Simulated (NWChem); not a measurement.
Species: SiHF cation, doublet; SMILES of the neutral closed-shell parent F[SiH]

```xyz
3

Si     0.1389     0.5593     0.0000
H     -1.1837     1.3157     0.0000
F     -0.0302    -1.0030     0.0000
```
Atoms are numbered in this order, from 1.

Level: PBE0/def2-SVP, spin-unrestricted (NWChem), optimised geometry, unscaled harmonic frequencies. In the optimisation the excess spin sits in a' (Cs, its own frame). This spin state was assumed; another may lie lower.

Task: List the harmonic frequencies with IR intensities, and the thermochemistry.

Result: 
```csv
frequency (cm⁻¹),IR intensity (km/mol)
657,18.6
1015,108.2
1982,28.6
```

```
Item                                                                                                 Result
-----------------------------------------------------------------------------------------  ----------------
zero-point energy                                                                              5.2 kcal/mol
thermal correction to the enthalpy at 298.15 K (with zero-point energy)                        7.7 kcal/mol
heat capacity Cv                                                                            7.2 cal/(mol K)
entropy at 298.15 K and 1 atm (symmetry number 1, electronic part: spin degeneracy alone)  58.3 cal/(mol K)
```

Rigid rotor and harmonic oscillator.
